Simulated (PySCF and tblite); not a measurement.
Results of a calculation; reference values are marked as such.
**Conformers and averaged properties: C₈H₁₂, numbered as in [CH:1]#[C:2][CH:3]1[CH2:4][CH2:5][CH2:6][CH2:7][CH2:8]1**

The ensemble was built from 90 distance-geometry starts (ETKDG and KDG, MMFF94s, GFN2-xTB) and rests on PBE0-D3(BJ)/def2-SVP geometries. Weights use PBE0-D3(BJ)/def2-TZVP energies plus GFN2-xTB zero-point and thermal terms (modes under about 100 cm⁻¹ blended into free rotors). Symmetry numbers and mirror images are counted. Conformers within 4 kcal/mol (GFN2-xTB free energy) were kept, 5 at most. GIAO shieldings: PBE0/pcSseg-1. Couplings: B3LYP/6-31G* with pcJ-1 on H (gas phase; spin-dipole term only for pairs with B, N, F, Si or P). Couplings are for ¹H. H–H couplings come out 0.1 to 0.9 Hz lower than with pcJ-1 on all atoms. Shifts are against TMS (¹H), TMS (¹³C) at the same level; of two unlike H on one atom, a is the less shielded. Codes: tblite and PySCF.

The 6-ring runs over atoms 3–4–5–6–7–8.

| conformer | shape | symmetry | E(GFN2) kcal/mol | E(DFT) kcal/mol | G(298.15 K) kcal/mol | weight % | dipole D |
| --- | --- | --- | --- | --- | --- | --- | --- |
| 1 | 6-ring chair (all substituents equatorial) | Cs | 0.00 | 0.00 | 0.00 | 64.1 | 1.02 |
| 2 | 6-ring chair (C2 axial) | Cs | 0.05 | 0.22 | 0.34 | 35.9 | 0.75 |

Weights (%) against temperature:

```tsv
T (K)	1	2	S(mix) cal/mol/K
180	70.1	29.9	1.21
230	66.8	33.2	1.26
298.15	64.1	35.9	1.30
330	63.3	36.7	1.31
400	61.9	38.1	1.32
```

Averaged shifts at 298.15 K. ¹H: 2.17 (H3, 1H), 1.89 (H1, 1H), 1.68 (H5a/H7a, 2H), 1.61 (H4a/H8a, 2H), 1.35 (H4b/H8b, 2H), 1.33 (H6a, 1H), 1.25 (H6b, 1H), 1.18 (H5b/H7b, 2H) ppm. ¹³C: 91.7 (C2), 74.7 (C1), 34.7 (C4/C8), 29.8 (C3), 28.1 (C6), 26.6 (C5/C7) ppm.

Averaged couplings (Hz): ³J(H3,H4a) 4.4, ³J(H3,H4b) 9.2, ²J(H4a,H4b) -14.8, ³J(H4a,H5b) 4.0, ³J(H4a,H5a) 7.2, ³J(H4b,H5b) 10.2, ³J(H4b,H5a) 4.0, ²J(H5b,H5a) -15.1, ³J(H5b,H6a) 4.1, ³J(H5b,H6b) 9.9, ³J(H5a,H6a) 7.1, ³J(H5a,H6b) 4.1, ²J(H6a,H6b) -14.9.

Coordinates of conformer 1 (Å):

```xyz
20

C     3.674   -0.392   -0.062
C     2.470   -0.395   -0.194
C     1.016   -0.382   -0.326
C     0.466    1.053   -0.373
C    -1.052    1.062   -0.508
C    -1.720    0.257    0.602
C    -1.180   -1.168    0.651
C     0.337   -1.190    0.792
H     4.742   -0.394    0.047
H     0.766   -0.868   -1.289
H     0.938    1.602   -1.202
H     0.764    1.570    0.556
H    -1.333    0.635   -1.487
H    -1.422    2.100   -0.508
H    -2.814    0.249    0.466
H    -1.530    0.750    1.572
H    -1.466   -1.698   -0.276
H    -1.641   -1.728    1.480
H     0.718   -2.222    0.784
H     0.631   -0.754    1.763
```

Coordinates of conformer 2 (Å):

```xyz
20

C     2.593   -0.413    1.341
C     1.829   -0.200    0.425
C     0.894    0.056   -0.671
C     0.099    1.354   -0.440
C    -0.879    1.219    0.722
C    -1.822    0.036    0.522
C    -1.051   -1.260    0.290
C    -0.072   -1.127   -0.871
H     3.280   -0.601    2.145
H     1.495    0.174   -1.589
H    -0.456    1.578   -1.367
H     0.794    2.192   -0.272
H    -1.452    2.153    0.839
H    -0.309    1.081    1.657
H    -2.470    0.234   -0.351
H    -2.494   -0.068    1.389
H    -1.746   -2.093    0.100
H    -0.490   -1.522    1.204
H    -0.630   -0.950   -1.807
H     0.500   -2.057   -1.010
```

Shifts are unscaled: against experiment ¹³C can be off by 15 ppm or more and ¹H by 0.8 ppm.

Search and properties took 3.8 min on 1 thread of Arm Neoverse V2, on a host shared with other jobs (rough), launched as `OMP_NUM_THREADS=1 python ens_run.py task.json out`.
